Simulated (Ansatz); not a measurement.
tert-butylthiol (C₄H₁₀S), singlet, at a GFN2-xTB geometry. Base run: Ansatz (a program for electronic structure) with CAM-B3LYP/STO-3G.

Ansatz was given this input:
Ansatz 0.2 input:
```yaml
crystal:
  periodic: [false, false, false]
  atoms:
    - {symbol: C, position_ang: [-0.28728591, 1.20823473, -1.11264235]}
    - {symbol: C, position_ang: [-0.25309893, -0.04926139, -0.25443164]}
    - {symbol: C, position_ang: [0.15383757, -1.26781817, -1.07205804]}
    - {symbol: C, position_ang: [-1.59391997, -0.27688702, 0.43190663]}
    - {symbol: S, position_ang: [0.98570354, 0.19379041, 1.10925437]}
    - {symbol: H, position_ang: [-1.05113059, 1.11037707, -1.88238910]}
    - {symbol: H, position_ang: [-0.51895782, 2.07888926, -0.50319583]}
    - {symbol: H, position_ang: [0.67220764, 1.37358002, -1.59965358]}
    - {symbol: H, position_ang: [0.23356972, -2.14509353, -0.43396168]}
    - {symbol: H, position_ang: [-0.59245319, -1.46420702, -1.84018979]}
    - {symbol: H, position_ang: [1.11415571, -1.10710133, -1.55899341]}
    - {symbol: H, position_ang: [-1.54863534, -1.15449171, 1.07316198]}
    - {symbol: H, position_ang: [-1.85805211, 0.58228339, 1.04469498]}
    - {symbol: H, position_ang: [-2.37350079, -0.42797162, -0.31227422]}
    - {symbol: H, position_ang: [2.03434358, 0.36748006, 0.30808310]}
basis:
  gaussian:
    orbitals: STO-3G
hamiltonian:
  xc: cam_b3lyp
```

Each row names what was changed in the base input (with any setting that the change needs).

```json
[
 {"change": "base", "ΔE vs base (eV)": "0.00"},
 {"change": "occupation = up:A':16 A'':9 down:A':16 A'':9", "ΔE vs base (eV)": "33.94"},
 {"change": "symmetry_tolerance_ang = 0.01", "ΔE vs base (eV)": "0.00"},
 {"change": "occupation = up:A':18 A'':7 down:A':18 A'':7", "ΔE vs base (eV)": "18.30"},
 {"change": "occupation = up:A':17 A'':8 down:A':17 A'':8", "ΔE vs base (eV)": "0.00"}
]
```
